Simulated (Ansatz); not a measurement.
The same redistribution along the group Sc, Y.

Computed with Ansatz on PBE0-D4/def2-TZVP structures; ΔE is electronic, products minus reactants. CCSD(T)/CBS adds triple-zeta CCSD(T) − MP2 to the extrapolated MP2 energy (def2 sets, frozen cores). DFT in def2-TZVPP. B3LYP here is the variant with VWN-RPA as its local correlation; programs differ in this. Elements past krypton have def2 core potentials. For Ge, Sc, Se, Y outer-core shells are correlated without core-valence functions, which leaves a few kJ/mol of doubt a bond. Scalar relativity is left out up to krypton. Each species was taken in one conformer, which may not be the lowest.

```tsv
reaction	CCSD(T)/CBS(def2) (kJ/mol)
`[OH][Sc]([OH])[F]` + `C[O][Ge]([CH3])([Cl])[Se]C` → `C[O][Sc]([OH])[OH]` + `C[Se][Ge]([CH3])([F])[Cl]`	?
`[OH][Y]([OH])[F]` + `C[O][Ge]([CH3])([Cl])[Se]C` → `C[O][Y]([OH])[OH]` + `C[Se][Ge]([CH3])([F])[Cl]`	38
```

Problem. Fill in the missing values. (An estimate is asked.)

Solution. The calculation gave: `[OH][Sc]([OH])[F]` + `C[O][Ge]([CH3])([Cl])[Se]C` → `C[O][Sc]([OH])[OH]` + `C[Se][Ge]([CH3])([F])[Cl]`: +29.1 kJ/mol.

Largest T1 diagnostic: 0.016, for `[OH][Sc]([OH])[F]`.
